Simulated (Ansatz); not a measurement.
# What each rung costs, and what it gives

Saddle point of BSiH4ClF2, closed shell (BClF₂ ([F][B]([F])[Cl]) + SiH₄ → SiH₃Cl ([SiH3][Cl]) + BHF₂ ([F][BH][F]); bonds formed: B1–H6, Cl2–Si5; bonds broken: B1–Cl2, Si5–H6), PBE0-D4/def2-TZVP structure:

B1  (-1.279, 0.058, -0.482)
Cl2  (0.183, 0.243, -1.750)
F3  (-1.902, -1.113, -0.644)
F4  (-2.013, 1.176, -0.445)
Si5  (1.103, -0.032, 0.470)
H6  (-0.584, 0.009, 0.634)
H7  (2.287, 0.658, -0.094)
H8  (1.000, 0.502, 1.857)
H9  (1.205, -1.501, 0.454)
(Å)

Barriers are electronic and count from the start structure reached by relaxing down the imaginary mode.

Ansatz 0.2.0; basis: as named in each row; cores frozen in the correlated methods. B3LYP uses VWN-RPA correlation. Extrapolation: Hartree–Fock as exp(−7.88 √X), correlation as X^−2.97.

Times are rough, for one single point on 4 threads of a shared host (Intel Xeon).

The estimate by CCSD(T) at an estimated basis limit (MP2 extrapolated from triple and quadruple zeta, plus CCSD(T) − MP2 in triple zeta) is 117.4 kJ/mol.

| method | basis | time (s) | barrier (kJ/mol) | method less estimate |
| --- | --- | --- | --- | --- |
| HF | STO-3G | under 1 | 238.2 | 120.8 |
| PBE-D4 | STO-3G | under 1 | 165.9 | 48.5 |
| SPW92 | def2-SVP | under 1 | 72.9 | -44.5 |
| PBE-D4 | def2-SVP | 1 | 98.6 | -18.9 |
| B3LYP-D4 | 6-31G | 1 | 150.7 | 33.2 |
| PBE0-D4 | def2-SVP | 2 | 107.3 | -10.2 |
| SPW92 | def2-TZVPP | 2 | 66.6 | -50.8 |
| BLYP-D4 | def2-TZVPP | 3 | 113.5 | -4.0 |
| PBE-D4 | def2-TZVPP | 3 | 91.7 | -25.8 |
| BHLYP-D4 | def2-TZVPP | 4 | 130.1 | 12.6 |
| B3LYP-D4 | def2-TZVPP | 5 | 119.2 | 1.7 |
| CCSD(T) | def2-SVP | 6 | 144.3 | 26.9 |
| r2SCAN-D4 | def2-TZVPP | 6 | 102.6 | -14.9 |
| PBE0-D4 | def2-TZVPP | 6 | 101.3 | -16.2 |
| wB97M-V | def2-SVP | 6 | 116.5 | -0.9 |
| CAM-B3LYP-D4 | def2-TZVPP | 6 | 123.7 | 6.3 |
| r2SCAN0-D4 | def2-TZVPP | 6 | 108.0 | -9.4 |
| RPA on PBE | def2-TZVPP | 7 | 123.4 | 5.9 |
| B2PLYP | def2-TZVPP | 9 | 124.0 | 6.6 |
| PBE-QIDH | def2-TZVPP | 10 | 110.4 | -7.0 |
| B97M-V | def2-TZVPP | 10 | 118.0 | 0.5 |
| wB97X-V | def2-TZVPP | 11 | 117.4 | -0.1 |
| wB97M-V | def2-TZVPP | 12 | 113.2 | -4.3 |
| MP2 | def2-QZVPP | 28 | 114.6 | -2.9 |
| CCSD(T) | def2-TZVPP | 120 | 122.7 | 5.2 |

All methods are single points on the PBE0-D4 structures.

T1 diagnostic: at most 0.013.

Ligand swaps between two centres remove the fluorinated layer in thermal atomic layer etching, and scramble precursors in the gas phase.

Labels in which every atom is bracketed show which atoms are joined, not bond orders.
